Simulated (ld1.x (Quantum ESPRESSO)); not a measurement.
# What one change does to a pseudopotential (Rh (Z = 45), TM)

rhodium (Rh), norm-conserving Troullier–Martins (Kleinman–Bylander form), made with ld1.x (Quantum ESPRESSO) 7.5 (PBE, scalar-relativistic). Core [Ar] 3d10, reference 4s2 4p6 4d7.5 5s0 5p0 (charge +1.5). Waves: 4s (bound): rc 1.45 bohr; 4p (bound): rc 1.50 bohr; 4d (bound): rc 1.85 bohr. Local part: all-electron potential smoothed inside 1.45 bohr (lloc = -1). Core correction: none.

All-electron outer shells of the reference configuration (PBE, scalar-relativistic, ld1.x):

```
shell  level (eV)  outermost node (bohr)  outermost maximum (bohr)
   3d     -314.69                      –                      0.29
   4s      -96.56                   0.47                      0.88
   4p      -64.45                   0.47                      0.94
   4d      -19.44                   0.46                      1.14
   5s      -15.07                   1.18                      2.41
   5p       -9.81                   1.33                      2.98
```

Change: wave 4p (bound): rc 1.50 bohr becomes 4p (bound): rc 1.58 bohr.

Cutoffs: the cutoffs (Ry, on a coarse ladder) from which the occupation-weighted sum of valence levels, in a spherical-Bessel basis at the reference potential, stays within 10 and 1 mRy of its value at 400 Ry; they do not see the model core or the augmentation charge, which bear on the density cutoff. Errors are all-electron minus pseudo energies relative to the spin-unpolarised reference configuration.

Question: How do hardness, ghosts and transferability respond?

Answer: The potential gets neither clearly harder nor softer (70 Ry and 110 Ry → 70 Ry and 100 Ry); of the 7 tests that both files solve, the error grows in 2 and shrinks in 0 by more than 15 % and 0.3 meV (median size 18.5 → 21.6 meV); the range in which the p phases agree narrows (upper end at the end of the scan → 1.1); neither file shows a bound ghost.

```tsv
quantity	base	changed
cutoff, loose	70 Ry	70 Ry
cutoff, tight	110 Ry	100 Ry
bound ghosts	none	none
error for 4s2 4p6 4d8 5s1 5p0, meV [ΔE -15.69 eV]	+135	+135
error for 4s2 4p6 4d8 5s0 5p0, meV [ΔE -8.23 eV]	+0.1	+0.1
error for 4s2 4p6 4d7 5s0 5p0, meV [ΔE 11.28 eV]	-0.7	-0.6
error for 4s2 4p6 4d6 5s0 5p0, meV [ΔE 43.78 eV]	+0.6	+1.2
error for 4s2 4p6 4d7 5s1 5p0, meV [ΔE -4.57 eV]	+222	+222
error for 4s2 4p6 4d7 5s1 5p1, meV [ΔE -9.08 eV]	+193	+203
error for 4s2 4p6 4d5 5s0 5p0, meV [ΔE 90.73 eV]	+19	+22
s: phases at 1.99 bohr within 0.05 rad from the reference energy up to (Ry; the scan ends near 5)	-1.0	-1.0
p: phases at 1.99 bohr within 0.05 rad from the reference energy up to (Ry; the scan ends near 5)	to the end of the scan	1.1
d: phases at 1.99 bohr within 0.05 rad from the reference energy up to (Ry; the scan ends near 5)	3.8	3.8
```
